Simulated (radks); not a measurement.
Problem. The phosphorus ion P4+, [Ne] 3s1. All-electron calculation, non-relativistic Kohn-Sham, exchange-only B88, spin-polarised, spherical densities, point nucleus. Program: a radial shooting solver on a logarithmic mesh with Libxc functionals. Every spin shell is full or empty, so the densities are truly spherical. Functionals are evaluated on that one density, not self-consistently. Rank these exchange functionals by their error against the exact value of the orbitals, and give that value: LDA, B88, PBE, OPTX, WC, SOGGA, G96, EV93, APBE, TPSS, SCAN, MS2, Tao-Mo.

Solution. Exact: -21.2966 hartree. From best to worst, with 100 (|E| - |E exact|)/|E exact| (equal figures are ties): OPTX 0.00, B88 -0.02, G96 +0.09, Tao-Mo -0.11, MS2 +0.13, TPSS +0.24, SCAN +0.28, APBE +0.57, PBE -0.60, EV93 +1.43, WC -1.72, SOGGA -3.71, LDA -8.37.
